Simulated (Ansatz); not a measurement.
A geometry relaxed with Ansatz (a quantum-chemistry and plane-wave program) with B3LYP-D3(BJ)/def2-TZVP, charge 0, multiplicity 1:

```xyz
8

H      2.3171    -0.1751    -0.9985
B     -1.0471     1.0059    -0.0519
B     -1.1618    -0.8779     0.0213
B      0.0667    -0.0069     0.0010
H     -1.9931     1.7011    -0.0903
H     -2.1865    -1.4521     0.0322
H      2.2932    -0.0942     1.0624
B      1.7115    -0.1008     0.0237
```

Write the SMILES of this molecule.

`BB1BB1`
